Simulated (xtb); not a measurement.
O4Os, singlet, at a GFN2-xTB geometry (such geometries of metal compounds can be far from the true shape). Base run: GFN2-xTB (xtb).

Geometry (Å):
```xyz
5

Os     0.0000     0.0000     0.0000
O      1.1128     0.6584    -0.9754
O      0.7385    -0.8204     1.1852
O     -0.9363    -1.0094    -0.8530
O     -0.9150     1.1714     0.6432
```
Charge 0, spin multiplicity 1.
All else is at xtb's defaults.
Base energy -19.39755 Eh.

Variants of this job, named by their change:

```json
[
 {"change": "base", "ΔE vs base (mEh)": "0.000", "HOMO-LUMO gap (eV)": "3.64", "G_solv (kcal/mol)": "-", "SCF cycles": "9"},
 {"change": "acc = 0.0001", "ΔE vs base (mEh)": "0.000", "HOMO-LUMO gap (eV)": "3.64", "G_solv (kcal/mol)": "-", "SCF cycles": "15"},
 {"change": "acc = 1000", "ΔE vs base (mEh)": "0.003", "HOMO-LUMO gap (eV)": "3.63", "G_solv (kcal/mol)": "-", "SCF cycles": "6"},
 {"change": "alpb = dmf", "ΔE vs base (mEh)": "-10.124", "HOMO-LUMO gap (eV)": "3.64", "G_solv (kcal/mol)": "-6.41", "SCF cycles": "9"},
 {"change": "etemp = 1000", "ΔE vs base (mEh)": "0.000", "HOMO-LUMO gap (eV)": "3.64", "G_solv (kcal/mol)": "-", "SCF cycles": "9"},
 {"change": "gbsa = toluene", "ΔE vs base (mEh)": "-0.268", "HOMO-LUMO gap (eV)": "3.64", "G_solv (kcal/mol)": "-0.17", "SCF cycles": "9"},
 {"change": "alpb = cs2", "ΔE vs base (mEh)": "-4.945", "HOMO-LUMO gap (eV)": "3.65", "G_solv (kcal/mol)": "-3.20", "SCF cycles": "9"},
 {"change": "acc = 0.1", "ΔE vs base (mEh)": "0.000", "HOMO-LUMO gap (eV)": "3.64", "G_solv (kcal/mol)": "-", "SCF cycles": "11"}
]
```

ALPB and GBSA are two models with their own fitted parameters for each solvent, which aren't always the measured dielectric constant.
